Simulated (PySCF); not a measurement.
CH3ClOSi. Atoms are numbered in the order given.

```xyz
7

O     -0.1774     2.5862     0.0000
C     -0.5927     1.4511     0.0000
Si     0.6800    -0.0030     0.0000
Cl    -0.3459    -1.8113     0.0000
H     -1.6984     1.2362     0.0000
H      1.5175     0.1006    -1.2221
H      1.5175     0.1006     1.2221
```

Geometry optimised at B3LYP-D3(BJ)/def2-SVP. Other conformers were not sampled.

Computed with PBE/def2-TZVPD (PySCF).

The molecule is in vacuum.

Computed frontier levels, gap, dipole moment and polarisability:
```json
{
  "highest_occupied_level": "-6.08 eV",
  "lowest_empty_level": "-3.30 eV",
  "orbital_gap": "2.78 eV",
  "dipole_moment": "0.76 D",
  "quadrupole, principal values (traceless, Buckingham form, about the centre of nuclear charge)": "-10.10, 4.20, 5.89 D·Å",
  "mean_static_polarisability": "60.4 bohr³ (8.96 Å³)",
  "polarisability_principal_values": "47.1, 59.9, 74.3 bohr³"
}
```
